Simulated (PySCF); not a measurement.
J couplings in C₁₂H₆N₂

Bonds (- single, = double, # triple, : aromatic): C1#C2, C2-C3, C3=C4, C4-C5, C5-C6, C6-C7, C7#N8, C6=C9, C9-C10, C10-C11, C11=C12, C12-C13, C13#N14, C10-C3, C12-C5. C1 carries H15; C4 carries H16; C5 carries H17; C9 carries H18; C10 carries H19; C11 carries H20. Stereochemistry as in C#CC1=C[C@H]2C(C#N)=C[C@@H]1C=C2C#N.

Method: B3LYP/pcJ-1 (without the spin–dipole term)//PBE0-D3(BJ)/def2-SVP, PySCF; isolated molecule, single conformer, non-relativistic. Couplings are averaged over pairs made equivalent by symmetry, fast rotation or ring inversion, so a value needn't be that of the named pair in this geometry, while other rotamers aren't included; one pair stands for each set, and the list holds a selection of those of at least 1.5 Hz over up to four bonds, among pairs with at least one H atom (others weren't computed).

Isotopes: ¹³C, ¹H.

```json
{"pair": "C1, H15", "bonds": "1", "J (Hz)": "279.3"}
{"pair": "C4, H16", "bonds": "1", "J (Hz)": "193.9"}
{"pair": "C5, H17", "bonds": "1", "J (Hz)": "?"}
{"pair": "C9, H18", "bonds": "1", "J (Hz)": "192.7"}
{"pair": "C10, H19", "bonds": "1", "J (Hz)": "?"}
{"pair": "C2, H15", "bonds": "2", "J (Hz)": "?"}
{"pair": "C4, H17", "bonds": "2", "J (Hz)": "-3.4"}
{"pair": "C6, H17", "bonds": "2", "J (Hz)": "-4.1"}
{"pair": "C6, H18", "bonds": "2", "J (Hz)": "2.9"}
{"pair": "C9, H19", "bonds": "2", "J (Hz)": "-3.3"}
{"pair": "C10, H18", "bonds": "2", "J (Hz)": "6.4"}
{"pair": "C2, H19", "bonds": "3", "J (Hz)": "4.2"}
{"pair": "C3, H15", "bonds": "3", "J (Hz)": "6.1"}
{"pair": "C3, H18", "bonds": "3", "J (Hz)": "2.2"}
{"pair": "C4, H19", "bonds": "3", "J (Hz)": "?"}
{"pair": "C5, H18", "bonds": "3", "J (Hz)": "?"}
{"pair": "C6, H16", "bonds": "3", "J (Hz)": "2.5"}
{"pair": "C6, H19", "bonds": "3", "J (Hz)": "?"}
{"pair": "C7, H17", "bonds": "3", "J (Hz)": "?"}
{"pair": "C9, H17", "bonds": "3", "J (Hz)": "5.2"}
{"pair": "C10, H16", "bonds": "3", "J (Hz)": "6.1"}
{"pair": "H16, H17", "bonds": "3", "J (Hz)": "7.0"}
{"pair": "H18, H19", "bonds": "3", "J (Hz)": "6.9"}
{"pair": "C4, H15", "bonds": "4", "J (Hz)": "-3.6"}
{"pair": "C10, H15", "bonds": "4", "J (Hz)": "-2.2"}
{"pair": "H17, H18", "bonds": "4", "J (Hz)": "?"}
```

Task: Estimate the withheld couplings, with signs.

Result: 
- ¹J(C5,H17) = 155.0 Hz (bond length 1.094 Å, sp3 carbon)
- ¹J(C10,H19) = 153.8 Hz (bond length 1.094 Å, sp3 carbon)
- ²J(C2,H15) = 52.3 Hz (angle at C1 179°)
- ³J(C4,H19) = 4.8 Hz (dihedral angle 180°)
- ³J(C5,H18) = 5.8 Hz (dihedral angle 180°)
- ³J(C6,H19) = 7.4 Hz (dihedral angle 179°)
- ³J(C7,H17) = 4.2 Hz (dihedral angle 1°)
- ⁴J(H17,H18) = 1.8 Hz
